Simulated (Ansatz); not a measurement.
The same path of C$_{2}$H$_{8}$SSi$_{3}$ (14 atoms, charge 0, multiplicity 1) was run twice with different band settings. The coordinate that changes most is the dihedral C4–Si5–Si6–H13.

The calculation used Ansatz, RKS PBE0-D4/def2-SVP.

Relaxed end points:

```xyz
14
Properties=species:S:1:pos:R:3
Si -0.666 0.063 2.517
S 0.637 1.658 1.873
C 1.049 0.945 0.344
C 1.747 1.266 -0.748
Si 1.019 -0.404 -0.914
Si -0.950 -0.748 -2.121
H 0.089 -1.219 2.618
H -1.795 -0.101 1.555
H -1.182 0.470 3.856
H 2.337 2.113 -1.106
H 1.868 -1.619 -0.713
H -1.782 -1.806 -1.464
H -1.714 0.536 -2.144
H -0.669 -1.182 -3.526
```

```xyz
14
Properties=species:S:1:pos:R:3
Si -0.468 -0.781 2.442
S 0.470 1.153 2.261
C 0.880 1.000 0.580
C 1.413 1.754 -0.386
Si 1.004 0.087 -1.019
Si -0.960 -0.300 -2.222
H 0.514 -1.865 2.147
H -1.620 -0.887 1.499
H -0.942 -0.876 3.853
H 1.801 2.768 -0.493
H 2.083 -0.932 -1.205
H -1.962 0.734 -1.824
H -0.727 -0.225 -3.699
H -1.499 -1.660 -1.905
```

Common settings: spring 5.0 eV/Å²; optimiser quadratic models (default); start path IDPP; force threshold 0.03 eV/Å; end points relaxed.

| run | movable images | climbing image | iteration limit |
| --- | --- | --- | --- |
| 1 | 7 | yes | 52 |
| 2 | 8 | no | 50 |

**Question.** What does each run give, and how far can it be trusted?

**Answer.** Run 1: converged after 5 iterations, highest image 0.027 eV above the first end. A vibrational analysis at the climbing image gives one clearly imaginary mode, 79i cm⁻¹: a first-order saddle point.
Run 2: converged after 4 iterations, highest image 0.027 eV above the first end. No image climbed, so the highest image needn't sit at the top of the path.
